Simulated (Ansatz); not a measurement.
`BN[SiH](C)Cl` + H₂O → `C[SiH](O)Cl` + `BN`  (formal hydrolysis of the Si–N bond)

Program: Ansatz. Geometries: PBE0-D4/def2-TZVP. ΔE: electronic, gas phase. CBS: MP2 limit from def2 TZ/QZ plus the TZ coupled-cluster correction, frozen cores. This one scheme is used for every species. DFT in def2-TZVPP. B3LYP here is the variant with VWN-RPA as its local correlation; programs differ in this. Each species was taken in one conformer, which may not be the lowest.

```json
{"level": "PBE0-D4", "ΔE (kJ/mol)": "-50.8", "difference from CCSD(T)/CBS": "-2.9"}
{"level": "PBE", "ΔE (kJ/mol)": "-57.4", "difference from CCSD(T)/CBS": "-9.5"}
{"level": "r2SCAN", "ΔE (kJ/mol)": "-58.1", "difference from CCSD(T)/CBS": "-10.2"}
{"level": "PBE0", "ΔE (kJ/mol)": "-55.8", "difference from CCSD(T)/CBS": "-7.9"}
{"level": "B3LYP", "ΔE (kJ/mol)": "-62.7", "difference from CCSD(T)/CBS": "-14.8"}
{"level": "MP2/def2-TZVPP", "ΔE (kJ/mol)": "-49.2", "difference from CCSD(T)/CBS": "-1.3"}
{"level": "CCSD/def2-TZVPP", "ΔE (kJ/mol)": "-51.8", "difference from CCSD(T)/CBS": "-3.9"}
{"level": "SCS-MP2/def2-QZVPP", "ΔE (kJ/mol)": "-50.7", "difference from CCSD(T)/CBS": "-2.8"}
{"level": "MP2/CBS(def2)", "ΔE (kJ/mol)": "-46.9", "difference from CCSD(T)/CBS": "1.0"}
{"level": "CCSD/CBS(def2)", "ΔE (kJ/mol)": "-49.5", "difference from CCSD(T)/CBS": "-1.6"}
{"level": "CCSD(T)/CBS", "ΔE (kJ/mol)": "-47.9", "difference from CCSD(T)/CBS": "0"}
```

Largest T1 diagnostic among the species: 0.012.

The D4 term adds +8.7 kJ/mol with B3LYP and +5.0 kJ/mol with PBE0; it sums over pairs of atoms, weighted by their polarisabilities, and B3LYP, whose exchange is more repulsive, gets the larger term. In def2-TZVPP, CCSD(T) changes the Hartree–Fock value by +12.6 kJ/mol (the triples alone add +1.6 kJ/mol) and MP2 by +13.6 kJ/mol.
